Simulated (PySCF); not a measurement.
Method: PBE-D3(BJ)/def2-TZVP // PBE-D3(BJ)/def2-SVP in PySCF. All species are isolated molecules in the gas phase. One relaxed conformer stands for a flexible species; it need not be the lowest. 

Reference species: [Zn(OH)(H)] (neutral, multiplicity 1).

```
Quantity                                     Value
----------------------------------------  --------
charge on the central atom (meta-Löwdin)    1.00 e
LUMO                                      -1.27 eV
```

Changed species: [Zn(OH)2] (0 of 2 OH replaced by H; the reference has 1 of 2 OH replaced by H).

Question: Predict the effect on the charge on the central atom (meta-Löwdin) and LUMO.

Answer: the charge on the central atom (meta-Löwdin) rises by 0.23 e, to 1.23 e; the LUMO falls by 0.78 eV, to -2.05 eV.
